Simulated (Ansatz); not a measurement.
Worked example: vertical ionisation energy of Si2H4OF2 (SMILES O[SiH](F)[SiH2]F)

The species is Si2H4OF2 (9 atoms), meant as a singlet with charge 0. SMILES: `O[SiH](F)[SiH2]F`. Geometry: relaxed at PBE0-D4/def2-TZVP. This is one conformer, not always the lowest.

Both states at this one shape; open shells run unrestricted unless said. 1 Eh = 27.2114 eV.

```
                                     level  program  singlet Si2H4OF2 (Eh)  doublet [Si2H4OF2]+ (Eh)
        B3LYP/6-31G* (spherical functions)   Ansatz            -856.437793               -856.061882
                            BHLYP/def2-SVP   Ansatz            -855.937860               -855.546443
PBE-QIDH/def2-SVP, 13 core orbitals frozen   Ansatz            -855.244129               -854.852847
    CCSD/def2-SVP, 13 core orbitals frozen   Ansatz            -854.464986               -854.078815
```

Problem. Work out the vertical ionisation energy at each level.

Solution. 
1. B3LYP/6-31G* (spherical functions): -856.061882 − (-856.437793) = 0.375911 Eh = 10.23 eV.
2. BHLYP/def2-SVP: -855.546443 − (-855.937860) = 0.391417 Eh = 10.65 eV.
3. PBE-QIDH/def2-SVP: -854.852847 − (-855.244129) = 0.391282 Eh = 10.65 eV.
4. CCSD/def2-SVP: -854.078815 − (-854.464986) = 0.386171 Eh = 10.51 eV.

No measured value is set beside it here; the levels span 10.23 to 10.65 eV.
